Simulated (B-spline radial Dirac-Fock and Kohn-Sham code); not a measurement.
Calculated with a radial atomic solver, using Dirac-Fock ΔSCF + Breit + QED. Free neutral atoms.

Problem. Order these X-ray lines by photon energy, lowest first.
A. Kr Mζ1
B. Mg Lℓ
C. Al Lℓ
D. Kr Mζ2
E. Al Lη
F. Mg Lη

Solution. B (49.68 eV), F (49.95 eV), C (70.45 eV), E (70.85 eV), A (79.17 eV), D (79.75 eV).
